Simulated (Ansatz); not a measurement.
Molecule: CH₈FNSi₂, net charge 0, singlet state. 
Geometry from a B3LYP-D3(BJ)/def2-TZVP (Ansatz, a program for electronic structure) optimisation:
```
N
H 1 1.0120
Si 1 1.7162 2 114.11
F 3 1.6128 1 111.12 2 89.38
Si 1 1.7339 2 114.90 3 173.44
H 3 1.4775 4 105.63 1 116.36
H 5 1.4781 1 107.66 2 -171.41
H 5 1.4824 7 109.53 1 -121.17
H 5 1.4833 7 109.04 8 -117.53
C 3 1.8549 6 113.42 4 -116.81
H 10 1.0912 3 111.39 6 177.36
H 10 1.0917 11 108.18 3 -122.11
H 10 1.0917 11 107.81 12 -116.87
```
Charge 0, spin multiplicity 1.

Total electronic energies in hartree. Correlated levels leave the core frozen unless marked. No spin-orbit coupling. Non-relativistic. CBS marks a two-point X^-3 extrapolation of the correlation energy; Hartree-Fock from the larger set. [CCSD(T)-MP2]/basis is that difference in the basis named.

```tsv
level	program	energy (Eh)
HF/6-31G	Ansatz	-774.19925
HF/cc-pV(T+d)Z	Ansatz	-774.53305
HF/aug-cc-pV(Q+d)Z	Ansatz	-774.55816
HF/cc-pV(Q+d)Z	Ansatz	-774.55745
B3LYP-D3(BJ)/def2-TZVPD	Ansatz + dftd3	-776.80709
PBE0/STO-3G	Ansatz	-766.77871
PBE0/def2-SVP	Ansatz	-775.82616
PBE0-D3(BJ)/def2-TZVPD	Ansatz + dftd3	-776.28680
PBE0/def2-TZVP	Ansatz	-776.27537
PBE0/def2-QZVPP	Ansatz	-776.31024
BHLYP-D3(BJ)/def2-TZVPD	Ansatz + dftd3	-776.66426
BHLYP-D4/def2-TZVPD	Ansatz + dftd4	-776.66214
HSE06/def2-TZVPD	Ansatz	-776.25409
MP2/6-31G	Ansatz	-774.62789
SCS-MP2/6-31G	Ansatz	-774.63142
SCS-MP2/6-31G*	Ansatz	-774.99255
SCS-MP2/cc-pwCVTZ	Ansatz	-775.44759
CCSD/cc-pVTZ	Ansatz	-775.46322
CCSD/cc-pV(Q+d)Z	Ansatz	-775.55778
CCSD(T)/6-31G*	Ansatz	-775.06492
CCSD(T)/cc-pV(D+d)Z	Ansatz	-775.20619
RI-MP2/CBS(cc-pV(T+d)Z,cc-pV(Q+d)Z)+[CCSD(T)-MP2]/cc-pV(D+d)Z	Ansatz	-775.6434
CCSD(T)/CBS(cc-pV(T+d)Z,cc-pV(Q+d)Z)	Ansatz	-775.6409
```

Totals of different functionals don't rank their quality; only differences between species are comparable.
